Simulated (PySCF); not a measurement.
**Field gradients at the hydrogen positions**

Species: C₃H₁₁PSi₂.
Numbering: `[CH3:1][C@@H:2]1[SiH2:3][CH2:4][Si@H:5]1[PH2:6]` (hydrogens: H7, H8, H9 on C1; H10 on C2; H11, H12 on Si3; H13, H14 on C4; H15 on Si5; H16, H17 on P6)

Cartesian coordinates in Å at the PBE0-D3(BJ)/def2-SVP level; atoms count from 1:
```
atom  x, y, z in Å
C1    -1.679    1.367    0.000
C2    -0.723    0.278   -0.460
Si3   -0.916   -1.550    0.057
C4     0.975   -1.753    0.132
Si5    1.064    0.145    0.200
P6     2.638    1.075   -1.142
H7    -2.696    1.219   -0.399
H8    -1.349    2.368   -0.322
H9    -1.761    1.390    1.098
H10   -0.635    0.272   -1.565
H11   -1.656   -2.449   -0.885
H12   -1.535   -1.665    1.416
H13    1.412   -2.333    0.956
H14    1.374   -2.135   -0.823
H15    1.145    0.637    1.614
H16    2.348    2.407   -0.708
H17    3.693    0.902   -0.194
```

Level: PBE0/pcSseg-1 (PySCF, non-relativistic); Q(2H) = 0.00286 b; rigid geometry, the same for H and D, with no vibrational averaging.

Task: Rank these positions by the coupling χzz of a deuteron there, largest first.
A. H14 (methylene hydrogen)
B. H11 (Si–H hydrogen)
C. H16 (P–H hydrogen)
D. H7 (methyl hydrogen)
E. H13 (methylene hydrogen)

Result: E (208 kHz), A (202 kHz), D (195 kHz), C (114 kHz), B (93 kHz).

Task: Give the electric field gradient Vzz (the principal value of largest size), its asymmetry and the 2H coupling at each hydrogen.

Result: 
| atom | bonded to | bond length (Å) | Vzz (au) | η | χzz (kHz) |
| --- | --- | --- | --- | --- | --- |
| H7 | C1 | 1.102 | 0.2900 | 0.02 | 195 |
| H8 | C1 | 1.102 | 0.2899 | 0.02 | 195 |
| H9 | C1 | 1.101 | 0.2895 | 0.03 | 195 |
| H10 | C2 | 1.108 | 0.2877 | 0.08 | 193 |
| H11 | Si3 | 1.498 | 0.1388 | 0.00 | 93 |
| H12 | Si3 | 1.497 | 0.1396 | 0.01 | 94 |
| H13 | C4 | 1.098 | 0.3100 | 0.04 | 208 |
| H14 | C4 | 1.103 | 0.3004 | 0.05 | 202 |
| H15 | Si5 | 1.499 | 0.1386 | 0.01 | 93 |
| H16 | P6 | 1.430 | 0.1699 | 0.08 | 114 |
| H17 | P6 | 1.430 | 0.1702 | 0.08 | 114 |

Task: Average by the element that carries the hydrogen.

Result: on C: 198 kHz over 6 positions, mean bond length 1.103 Å; on Si: 93 kHz over 3 positions, mean bond length 1.498 Å; on P: 114 kHz over 2 positions, mean bond length 1.430 Å.

Task: How does χzz go with the bond length over the 6 C–H bonds?

Result: A straight-line fit has a slope of -12.4 kHz for each 0.01 Å, with a correlation coefficient of -0.67, over lengths from 1.098 to 1.108 Å.

Task: A static deuteron (I = 1) shows a doublet split by (3/2)χ, (3/4)χ(1 + η) and (3/4)χ(1 − η) with the field along z, y and x of the gradient. What are these for H11?

Result: With |χ| = 93.3 kHz and η = 0.002: 140, 70 and 70 kHz, to first order and without motion.

One conformer (not necessarily the lowest) at the PBE0-D3(BJ)/def2-SVP geometry, without solvent, vibrations or thermal averaging. With so small a basis the couplings can be 20 % off.
